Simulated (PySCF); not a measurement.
H2OSi, charge +1, multiplicity 2. Atoms are numbered in the order given.

```xyz
4

Si     0.0000     0.0000     0.4821
O      0.0000     0.0000    -1.1208
H      0.0000    -1.3366     1.1084
H      0.0000     1.3366     1.1084
```
Charge +1, spin multiplicity 2.

Coordinates come from a r2SCAN-D4/def2-TZVP optimisation. The spin state was assumed, not searched.

Level of theory: TDA-PBE0/def2-TZVPD (PySCF).

Vertical excitations. Isolated molecule, no solvent.

| state | energy (eV) | λ (nm) | f | main pairs |
|---|---|---|---|---|
| root 1 | 1.18 | 1050 | 0.000 | β HOMO→LUMO 99 % |
| root 2 | 2.35 | 527 | 0.000 | β HOMO−2→LUMO 96 % |
| root 3 | 4.55 | 272 | 0.037 | β HOMO−1→LUMO 94 % |
| root 4 | 5.71 | 217 | 0.007 | α HOMO−1→LUMO 35 %, β HOMO→LUMO+1 61 % |
| root 5 | 6.08 | 204 | 0.000 | α HOMO→LUMO 77 %, β HOMO−1→LUMO+1 21 % |
| root 6 | 6.67 | 186 | 0.001 | α HOMO−2→LUMO 14 %, β HOMO−2→LUMO+1 84 % |
| root 7 | 6.90 | 180 | 0.000 | α HOMO→LUMO 22 %, β HOMO−1→LUMO+1 77 % |
| root 8 | 7.57 | 164 | 0.007 | α HOMO−2→LUMO 84 %, β HOMO−2→LUMO+1 15 % |
| root 9 | 7.69 | 161 | 0.004 | α HOMO→LUMO+1 15 %, β HOMO−3→LUMO 77 % |
| root 10 | 7.77 | 160 | 0.068 | α HOMO−1→LUMO 57 %, β HOMO→LUMO+1 28 % |
Unrestricted roots are not spin-pure.
